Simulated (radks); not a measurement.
Problem. Method: non-relativistic Kohn-Sham, LB94 model potential, spin-polarised, spherical densities, point nucleus; open shells are filled with parallel spins first (spin-orbit coupling, left out, can overturn this in heavy ions); computed with a radial shooting solver on a logarithmic mesh with Libxc functionals. Response by self-consistent Sternheimer equations with the Hartree and adiabatic LDA kernel. For heavy and open-shell atoms this level of theory can miss by tens of per cent. Rank Rb, F+, Kr, Mg3+, O+, O, Ni, Pd3+ (NIST ground configurations) by static dipole polarisability, largest first.

Solution. Rb 205.6, Ni 36.78, Kr 16.97, O 5.003, Pd3+ 4.222, O+ 2.602, F+ 1.794, Mg3+ 0.3585 bohr^3.
